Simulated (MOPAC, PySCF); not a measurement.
CH₆OSi, SMILES `CO[SiH3]`, neutral singlet in the gas phase. 

Cartesian coordinates (Å):
SMILES: CO[SiH3]
```xyz
9

C     -1.3272     0.0930    -0.2964
O     -0.0289    -0.2153    -0.7819
Si     1.2949    -0.1189     0.1887
H     -1.3860     1.1315     0.0508
H     -2.0345    -0.0427    -1.1156
H     -1.6119    -0.5714     0.5281
H      2.4549    -0.5061    -0.6434
H      1.4718     1.2641     0.7128
H      1.1668    -1.0342     1.3569
```
Charge 0, spin multiplicity 1.

All levels are single points at this geometry (r2SCAN-D4/def2-TZVP); Pople sets use spherical d functions. Orbital energies aren't observables, and empty levels follow the basis.

BP86/6-31G* in PySCF gives HOMO (eV) = -6.47.

### Question
Estimate the HOMO (eV) from each of these levels: r2SCAN-D4/def2-TZVP in PySCF; B3LYP/3-21G in PySCF; B3LYP/6-31G* in PySCF; HF/6-31G* in PySCF; AM1 in MOPAC.

### Answer

```tsv
level	HOMO (eV)
r2SCAN-D4/def2-TZVP in PySCF	-7.00
B3LYP/3-21G in PySCF	-7.28
B3LYP/6-31G* in PySCF	-7.67
HF/6-31G* in PySCF	-11.89
AM1 in MOPAC	-10.74
```
